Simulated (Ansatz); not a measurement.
A structure relaxed at PBE0-D4/def2-TZVP, charge 0, multiplicity 1:

```
atom   x (Å)   y (Å)   z (Å)
  C1   0.479   0.053   2.016
  N2   0.380   0.280   0.595
  C3  -0.434  -0.431  -0.207
  O4  -1.169  -1.333   0.167
 Si5  -0.503  -0.065  -2.073
 Cl6   0.785   1.477  -2.571
  H7   0.199   0.947   2.577
  H8  -0.205  -0.755   2.271
  H9   1.494  -0.238   2.297
 H10   0.940   0.999   0.168
 H11  -0.088  -1.276  -2.812
 H12  -1.878   0.343  -2.428
```

(1) Give its formula and SMILES.

(2) Point group (tolerance 0.08 Å, 0.16 Å for H)?

(3) Summarise the bond lengths by kind.

## Answers

(1) C2H6ClNOSi, `CNC(=O)[SiH2]Cl`.

(2) Cs.

(3) 2 × C–N 1.345 to 1.443 Å; 3 × C–H 1.089 to 1.093 Å; 1 × H–N 1.007 Å; 1 × C–O 1.222 Å; 1 × C–Si 1.903 Å; 1 × Cl–Si 2.070 Å; 2 × H–Si 1.478 Å.

Program: Ansatz 0.2.0.
